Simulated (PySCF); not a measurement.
## Working out the ionisation energy of Ni

Ni [Ar] 3d8 4s2 (3F) → Ni⁺ [Ar] 3d9 (2D). Computed with PySCF 2.14 in cc-pVDZ, with no relativity, point nucleus. Frozen: [Ar]. Energies in hartree (1 hartree = 27.21139 eV):

```json
{"part": "UHF", "Ni (lower)": "-1506.876307", "Ni⁺ (upper)": "-1506.594329"}
{"part": "MP2 opposite-spin", "Ni (lower)": "-0.170960", "Ni⁺ (upper)": "-0.196515"}
{"part": "MP2 same-spin", "Ni (lower)": "-0.098517", "Ni⁺ (upper)": "-0.119771"}
```

**Question.** What does Hartree-Fock give?

**Answer.** (-1506.594329) − (-1506.876307) = 0.281978 hartree = 7.673 eV.

**Question.** What do MP2 and SCS-MP2 (6/5 opposite-spin, 1/3 same-spin) give?

**Answer.** The opposite-spin parts differ by -0.695 eV and the same-spin parts by -0.578 eV. MP2: 7.673 + (-0.695) + (-0.578) = 6.400 eV. SCS-MP2: 7.673 + 1.2 × (-0.695) + (-0.578)/3 = 6.646 eV.

Reference: 7.640 eV (measured; NIST Atomic Spectra Database, ionization energies), between the lowest levels; spin-orbit coupling is absent from the calculation.

The calculation is non-relativistic.

A double-zeta basis recovers only part of the correlation energy.

What remains against the reference includes basis incompleteness, the frozen core and correlation beyond second order.
